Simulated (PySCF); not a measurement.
Isomers of C4H9ClOSi, one conformer each. Computed with core-valence-separated Tamm–Dancoff BHandHLYP/aug-pcX-1 (pcseg-1 on H, def2-SVPD on Cl, def2-SVPD on Si) in PySCF, non-relativistic, gas phase, PBE0-D3(BJ)/def2-SVP geometry. Absolute energies from this functional tend to lie a few eV below measured edges; no shift was applied.

P. `Cl[C@H]1COCC[SiH2]1`
Q. `C=CC[Si@@H](O)CCl`

Main lines, eV (oscillator strength):
1. C K: 282.6 (0.056), 282.8 (0.065), 284.2 (0.063), 285.5 (0.009), 285.6 (0.009); O K: 532.2 (0.014), 533.7 (0.024), 534.1 (0.008), 534.2 (0.010), 534.4 (0.007)
2. C K: 284.5 (0.066), 285.3 (0.011), 285.8 (0.027), 286.0 (0.013), 286.4 (0.022); O K: 533.7 (0.008), 534.2 (0.016), 534.5 (0.015), 534.6 (0.004), 534.9 (0.002)
Listed: the first five lines at most of each edge with a tenth or more of its strongest line's intensity; roots within 0.03 eV on the same or equivalent atoms are summed. Only the lowest roots were sought, and the top ones are left out.

Question: Which spectrum belongs to which isomer?

Answer: 1 = Q, 2 = P.
- P: first C line listed at 284.5 eV, hole on the sp3 C–Cl carbon; first O line listed at 533.7 eV, hole on the cyclic ether oxygen.
- Q: first C line listed at 282.6 eV, hole on the terminal =CH2 carbon (1s→π*); first O line listed at 532.2 eV, hole on the silanol oxygen.

Question: What are the ground-state energies of the isomers at BHandHLYP/aug-pcX-1 (pcseg-1 on H, def2-SVPD on Cl, def2-SVPD on Si), relative to the lowest?

Answer: P 111.1, Q 0.0 kJ/mol (electronic energies on these geometries, no dispersion or zero-point terms).
